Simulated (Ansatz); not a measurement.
Br2, charge +1, doublet, at a GFN2-xTB geometry (a state made from the parent by changing its charge; the spin is typed, not shown lowest). Base run: Ansatz (a first-principles code) with PBE/cc-pVDZ.

The Ansatz input:
Ansatz 0.2 input:
```yaml
crystal:
  periodic: [false, false, false]
  atoms:
    - {symbol: Br, position_ang: [-0.00000000, -0.00000000, -1.11909265]}
    - {symbol: Br, position_ang: [0.00000000, 0.00000000, 1.11909265]}
basis:
  gaussian:
    orbitals: cc-pVDZ
hamiltonian:
  xc: pbe
total_charge: 1
magnetization: {spin_polarized: true, initial_magnetization: 1}
```

The base run was repeated with changes; each row names its change, and settings that it needs were set with it.

```tsv
change	basis functions	E (Eh)
base	54	-5147.09408
basis = pcseg-0	44	-5140.96223
basis = def2-SVP	64	-5146.52549
basis = def2-SV(P)	64	-5146.52549
basis = 6-31G*	(withheld)	(withheld)
basis = aug-pcseg-1	72	(withheld)
basis = aug-cc-pVDZ	72	-5147.09773
basis = pc-2	86	-5147.27119
basis = pcseg-2	86	(withheld)
basis = def2-TZVPP	96	-5147.15535
basis = def2-TZVP	96	-5147.15535
basis = def2-TZVPD	114	-5147.15633
basis = aug-cc-pVTZ	(withheld)	(withheld)
```

Problem. Some entries are withheld; supply them.

Solution. 
- basis = 6-31G*, basis functions: 70
- basis = 6-31G*, E (Eh): -5146.55406
- basis = aug-pcseg-1, E (Eh): -5146.57027
- basis = pcseg-2, E (Eh): -5147.25692
- basis = aug-cc-pVTZ, basis functions: 118
- basis = aug-cc-pVTZ, E (Eh): -5147.24862

Totals compare only among sets that treat the same electrons; sets with core potentials leave the core out.
